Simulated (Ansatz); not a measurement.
Ansatz (a program for electronic structure) job for NbF6, SMILES [F][Nb-]([F])([F])([F])([F])[F], charge -1, multiplicity 1, PBE-D3(BJ)/def2-SVPD. 

Ansatz 0.2 input:
```yaml
crystal:
  periodic: [false, false, false]
  atoms:
    - {symbol: Nb, position_ang: [-0.00000000, -0.00000000, -0.00000000]}
    - {symbol: F, position_ang: [1.85792527, -0.00000000, 0.00000000]}
    - {symbol: F, position_ang: [-1.85792527, 0.00000000, -0.00000000]}
    - {symbol: F, position_ang: [0.00000000, 0.00000000, -1.85792527]}
    - {symbol: F, position_ang: [-0.00000000, -1.85792526, -0.00000000]}
    - {symbol: F, position_ang: [0.00000000, 1.85792526, 0.00000000]}
    - {symbol: F, position_ang: [-0.00000000, -0.00000000, 1.85792527]}
basis:
  gaussian:
    orbitals: def2-SVPD
hamiltonian:
  xc: pbe
  dispersion: d3bj
total_charge: -1
relax: {f_tol: 0.002, max_steps: 200}
```

It prints:

```
WARN ansatz: RAYON_NUM_THREADS=1 ignored (pool sized by the plan → 1); use --threads N
Functional definition: PBE
integrals: 0.11 GiB planned
1387 factors; their error is unknown
mean field: 0.73 GiB planned
mean field evaluation 1: about -17833.9338 eV, gradient 5.4e1 eV
mean field evaluation 2: about -17779.6077 eV, gradient 1.9e2 eV
mean field evaluation 4: about -17838.8276 eV, gradient 5.2e0 eV
mean field evaluation 8: about -17838.8515 eV, gradient 6.3e-2 eV
mean field evaluation 16: about -17838.8515 eV, gradient 2.9e-6 eV
mean field -17838.85151880 eV, -655.5657017081 hartree, gradient 2.9e-6 eV, S^2 0.000000; 0 other end points of the search recorded, 0 dependent functions left out
the calculation of the forces begins
reference -17838.85157273 eV, -655.5657036900 hartree; 34, 34 occupied and 138, 138 virtual orbitals, 1387 factors
relax step   1: F+E_penalty+E_count = -17838.97957109 eV  Δ(F+E_penalty+E_count) = +0.000e0 eV  max|allowed force component| = 2.307e0 eV/Å  Δτ_max = 0.0000 Å  (28 SCF iters, accepted)
these checks for a lower state are left out or cut short: starts, cluster_reference, orbital_swaps, neighbouring_geometries, increment
integrals: 0.11 GiB planned
1387 factors; their error is unknown
mean field: 0.73 GiB planned
mean field -17839.29699255 eV, -655.5820725663 hartree, gradient 1.3e-5 eV, S^2 0.000000; 0 other end points of the search recorded, 0 dependent functions left out
the calculation of the forces begins
reference -17839.29704678 eV, -655.5820745595 hartree; 34, 34 occupied and 138, 138 virtual orbitals, 1387 factors
relax step   2: F+E_penalty+E_count = -17839.42243861 eV  Δ(F+E_penalty+E_count) = -4.429e-1 eV  max|allowed force component| = 1.824e-1 eV/Å  Δτ_max = 0.0622 Å  (29 SCF iters, accepted)
these checks for a lower state are left out or cut short: starts, cluster_reference, orbital_swaps, neighbouring_geometries, increment
integrals: 0.11 GiB planned
1387 factors; their error is unknown
mean field: 0.73 GiB planned
mean field -17839.30074185 eV, -655.5822103507 hartree, gradient 8.4e-5 eV, S^2 0.000000; 0 other end points of the search recorded, 0 dependent functions left out
the calculation of the forces begins
reference -17839.30079611 eV, -655.5822123447 hartree; 34, 34 occupied and 138, 138 virtual orbitals, 1387 factors
relax step   3: F+E_penalty+E_count = -17839.42592642 eV  Δ(F+E_penalty+E_count) = -3.488e-3 eV  max|allowed force component| = 9.912e-3 eV/Å  Δτ_max = 0.0061 Å  (26 SCF iters, accepted)
these checks for a lower state are left out or cut short: starts, cluster_reference, orbital_swaps, neighbouring_geometries, increment
integrals: 0.11 GiB planned
1387 factors; their error is unknown
mean field: 0.73 GiB planned
mean field evaluation 32: about -17839.3008 eV, gradient 1.1e-1 eV
mean field -17839.30076766 eV, -655.5822112992 hartree, gradient 3.6e-5 eV, S^2 0.000000; 0 other end points of the search recorded, 0 dependent functions left out
the calculation of the forces begins
reference -17839.30082192 eV, -655.5822132932 hartree; 34, 34 occupied and 138, 138 virtual orbitals, 1387 factors
relax step   4: F+E_penalty+E_count = -17839.42593698 eV  Δ(F+E_penalty+E_count) = -1.056e-5 eV  max|allowed force component| = 4.730e-5 eV/Å  Δτ_max = 0.0004 Å  (20 SCF iters, accepted)
integrals: 0.11 GiB planned
1387 factors; their error is unknown
mean field: 0.73 GiB planned
mean field -17839.30076766 eV, -655.5822112992 hartree, gradient 3.6e-5 eV, S^2 0.000000; 1 other end points of the search recorded, 0 dependent functions left out
the calculation of the forces begins
reference -17839.30082192 eV, -655.5822132932 hartree; 34, 34 occupied and 138, 138 virtual orbitals, 1387 factors
Total energy: -17839.42599124 eV, -655.5868131808 hartree
Atom 0 at     0.000000     0.000000    -0.000000 Å, force    -0.000000    -0.000000    -0.000000 eV/Å
Atom 1 at     1.926536    -0.000000     0.000000 Å, force     0.000047     0.000000     0.000000 eV/Å
Atom 2 at    -1.926536    -0.000000    -0.000000 Å, force    -0.000047    -0.000000     0.000000 eV/Å
Atom 3 at    -0.000000    -0.000000    -1.926536 Å, force     0.000000    -0.000000    -0.000047 eV/Å
Atom 4 at    -0.000000    -1.926536    -0.000000 Å, force     0.000000    -0.000047    -0.000000 eV/Å
Atom 5 at    -0.000000     1.926536     0.000000 Å, force     0.000000     0.000047     0.000000 eV/Å
Atom 6 at     0.000000    -0.000000     1.926536 Å, force    -0.000000     0.000000     0.000047 eV/Å
Dipole moment:    -0.000000     0.000000     0.000000 e Å
```

Self-consistency was reached.
